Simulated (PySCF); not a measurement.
C3H10FNSi, SMILES CC(C)(F)[SiH2]N.

Geometry optimised at B3LYP-D3(BJ)/def2-SVP. This is a generated structure with no PubChem entry under its InChIKey; it may be hypothetical. Other conformers were not sampled.

Two levels are set side by side: TDA-PBE/def2-SVPD (PySCF) and TDA-LC-ωPBE/def2-SVPD (PySCF). Vertical, same geometry. The lowest singlet is HOMO→LUMO 99 % with PBE and HOMO→LUMO 68 %, HOMO→LUMO+1 16 % with the other functional; states are paired by order. Differences are taken from unrounded values.

| quantity | TDA-LC-ωPBE |
|---|---|
| lowest singlet excitation (eV) | 6.92 |
| lowest triplet excitation (TDA) (eV) | 6.46 |

Problem. What does TDA-PBE give, and how far is it from TDA-LC-ωPBE? (An estimate is asked for; the answer gives what the named calculation found.)

Solution. 
| quantity | TDA-PBE | TDA-PBE minus TDA-LC-ωPBE |
|---|---|---|
| lowest singlet excitation (eV) | 5.48 | -1.45 |
| lowest triplet excitation (TDA) (eV) | 5.21 | -1.25 |

Functionals without exact exchange tend to place singlet excitations lower, as here. Differences between two approximate levels are no errors against the true value.

Rough cost on one machine, each run with all the roots and properties that it gave: TDA-LC-ωPBE against TDA-PBE about 4 times.
